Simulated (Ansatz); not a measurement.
Gas-phase electronic energies from Ansatz, PBE0-D4/def2-TZVP geometries. CBS: MP2 limit from def2 TZ/QZ plus the TZ coupled-cluster correction, frozen cores. Functionals use def2-TZVPP. For Zn outer-core shells are correlated without core-valence functions, which leaves a few kJ/mol of doubt a bond. Scalar relativity is left out up to krypton. Each species was taken in one conformer, which may not be the lowest.

`[SiH3]C1(Cl)C[SiH2]1` + `O[CH2][ZnH]` → `[SiH3]O[CH2][ZnH]` + `ClC1C[SiH2]1`  (ligand exchange at the Si–C bond)

```json
{"species": "`[SiH3]C1(Cl)C[SiH2]1`", "PBE-D4 energy (Eh)": "-1119.03133"}
{"species": "`O[CH2][ZnH]`", "PBE-D4 energy (Eh)": "-1894.73795"}
{"species": "`[SiH3]O[CH2][ZnH]`", "PBE-D4 energy (Eh)": "-2185.31912"}
{"species": "`ClC1C[SiH2]1`", "PBE-D4 energy (Eh)": "-828.47800"}
```

(1) Work out ΔE.

Largest T1 diagnostic among the species: 0.014.

## Answers

(1) ΔE = (-2185.31912) + (-828.47800) − (-1119.03133) − (-1894.73795) = -0.02784 Eh = -17.5 kcal/mol. CCSD(T)/CBS gives -20.3 kcal/mol.

From PBE to PBE0 (25 % exact exchange), in def2-TZVPP and without D4, ΔE moves by −1.3 kcal/mol. The D4 term adds +1.8 kcal/mol with B3LYP and +1.0 kcal/mol with PBE0; it sums over pairs of atoms, weighted by their polarisabilities, and B3LYP, whose exchange is more repulsive, gets the larger term. In def2-TZVPP, CCSD(T) changes the Hartree–Fock value by +6.1 kcal/mol (the triples alone add +1.0 kcal/mol) and MP2 by +6.4 kcal/mol.

B3LYP here is the variant with VWN-RPA as its local correlation; programs differ in this.
